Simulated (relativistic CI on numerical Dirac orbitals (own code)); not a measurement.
**Electric-dipole lines of Eu³⁵⁺**

These numbers are calculated, not measured: Dirac-Coulomb-Breit CI, separate exchange-only KLI orbitals for each configuration, QED by a radiative potential, unscaled Slater integrals (own radial code, finite nucleus).

CI space (outside the closed core [Ne]): 3s²3p⁶3d¹⁰, 3s²3p⁶3d⁹4s, 3s²3p⁶3d⁹4p, 3s²3p⁶3d⁹4d, 3s²3p⁵3d¹⁰4s, 3s²3p⁶3d⁹4f, 3s²3p⁵3d¹⁰4p, 3s²3p⁶3d⁸4s², 3s²3p⁶3d⁸4s4p, 3s²3p⁵3d¹⁰4d, 3s3p⁶3d¹⁰4s, 3s²3p⁶3d⁹5s, 3s²3p⁶3d⁸4p², 3s²3p⁶3d⁹5p, 3s²3p⁶3d⁸4s4d, 3s²3p⁵3d¹⁰4f. Levels of other configurations are missing.

```tsv
λ vac (nm)	Lower	Upper	A (s⁻¹)	E lower (10³ cm⁻¹)	E upper (10³ cm⁻¹)
0.79567	3s²3p⁶3d¹⁰ ¹S0 [1]	3s²3p⁵3d¹⁰4d ¹P°1 [74]	3.76e+13	0.0	12568.0
0.89064	3s²3p⁶3d¹⁰ ¹S0 [1]	3s²3p⁶3d⁹4f ¹P°1 [59]	1.87e+14	0.0	11227.9
0.91747	3s²3p⁶3d¹⁰ ¹S0 [1]	3s²3p⁶3d⁹4f ³D°1 [49]	2.57e+13	0.0	10899.5
3.6569	3s²3p⁶3d⁹4s ¹D2 [3]	3s²3p⁵3d¹⁰4s ¹P°1 [37]	1.22e+12	7916.3	10650.8
3.6661	3s²3p⁶3d⁹4p ³F°3 [7]	3s²3p⁵3d¹⁰4p ³D2 [58]	1.15e+12	8489.9	11217.6
3.6664	3s²3p⁶3d⁹4p ³F°4 [10]	3s²3p⁵3d¹⁰4p ³D3 [61]	1.04e+12	8833.3	11560.8
3.6681	3s²3p⁶3d⁹4s ³D3 [2]	3s²3p⁵3d¹⁰4s ³P°2 [36]	1.17e+12	7904.6	10630.8
7.7846	3s²3p⁶3d⁹4p ³F°3 [7]	3s²3p⁶3d⁹4d ³F3 [21]	1.84e+11	8489.9	9774.5
7.8225	3s²3p⁶3d⁹4p ³P°2 [6]	3s²3p⁶3d⁹4d ³D2 [20]	2.55e+11	8481.2	9759.6
7.8978	3s²3p⁶3d⁹4p ³F°2 [8]	3s²3p⁶3d⁹4d ³G3 [29]	3.12e+11	8723.7	9989.8
7.9254	3s²3p⁶3d⁹4p ³F°3 [7]	3s²3p⁶3d⁹4d ³G4 [19]	3.17e+11	8489.9	9751.7
9.6153	3s²3p⁶3d⁹4d ³G4 [19]	3s²3p⁶3d⁹4f ³H°5 [41]	1.70e+11	9751.7	10791.7
10.127	3s²3p⁶3d⁹4p ³D°3 [13]	3s²3p⁶3d⁹4d ³F4 [26]	1.37e+11	8866.1	9853.6
10.155	3s²3p⁶3d⁹4p ³F°3 [16]	3s²3p⁶3d⁹4d ³G4 [32]	1.86e+11	9084.3	10069.1
10.164	3s²3p⁶3d⁹4p ³F°4 [10]	3s²3p⁶3d⁹4d ³G5 [23]	1.84e+11	8833.3	9817.2
10.195	3s²3p⁶3d⁹4d ³G5 [23]	3s²3p⁶3d⁹4f ³H°6 [42]	1.51e+11	9817.2	10798.0
10.400	3s²3p⁶3d⁹4s ³D3 [2]	3s²3p⁶3d⁹4p ³D°3 [13]	8.40e+10	7904.6	8866.1
10.739	3s²3p⁶3d⁹4s ¹D2 [3]	3s²3p⁶3d⁹4p ¹D°2 [11]	1.09e+11	7916.3	8847.4
10.749	3s²3p⁶3d⁹4s ³D2 [5]	3s²3p⁶3d⁹4p ³F°3 [16]	1.32e+11	8154.0	9084.3
10.767	3s²3p⁶3d⁹4s ³D3 [2]	3s²3p⁶3d⁹4p ³F°4 [10]	1.31e+11	7904.6	8833.3
```

Terms are leading LS components. Brackets give the number of a level in order of energy, since labels repeat. The list gives strong lines, with weight on those to low levels, without lines whose two gauges differ by over a factor of 2.5, among the lowest 200 of 455 levels, so that lines to higher ones, which can be the strongest, are missing. Levels whose partners in the same complex of configurations lie outside the list can be far off, and so can their lines. Rates are taken at the computed energies, electric ones in the length gauge.

At this charge energies of transitions that change n are usually good to better than 1 %, and those within a shell (Δn = 0) to a few per cent.

LS names give the leading component of a level, which can be under half, so a name can repeat, a term be missing and a line seem to break the LS rules.
